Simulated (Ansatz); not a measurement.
Mulliken charges of F2H4OSSi2 (`O[SiH](F)S[SiH2]F`) from PBE/def2-TZVPP in Ansatz (PBE0-D4/def2-TZVP geometry).

| atom | x (Å) | y (Å) | z (Å) | charge (e) |
| --- | --- | --- | --- | --- |
| O1 | -0.179 | 0.881 | 2.590 | -0.326 |
| Si2 | 0.400 | 0.749 | 1.081 | 0.618 |
| F3 | 1.364 | -0.511 | 0.931 | -0.257 |
| S4 | -1.220 | 0.490 | -0.277 | -0.295 |
| Si5 | -0.326 | -0.783 | -1.726 | 0.512 |
| F6 | 0.936 | -0.071 | -2.396 | -0.268 |
| H7 | -0.862 | 0.273 | 2.881 | 0.196 |
| H8 | 1.193 | 1.957 | 0.820 | -0.067 |
| H9 | -1.364 | -0.981 | -2.760 | -0.060 |
| H10 | 0.141 | -2.055 | -1.142 | -0.052 |

Question: By hand: the dipole of these point charges (1 e Å = 4.8032 D).

Answer: Σ q r = (-0.277, -0.131, 0.159) e Å, of length 0.345 e Å = 1.66 D.

Question: How does the dipole of the full density compare? (Best estimate.)

Answer: Ansatz gave: (-0.315, -0.176, 0.157) e Å, 1.89 D; the point charges give 0.88 times that, at 5° from its direction.

Point charges leave out the atoms' own dipoles, such as those of lone pairs, and Mulliken's split depends on the basis, so the close match here is no proof of good charges.
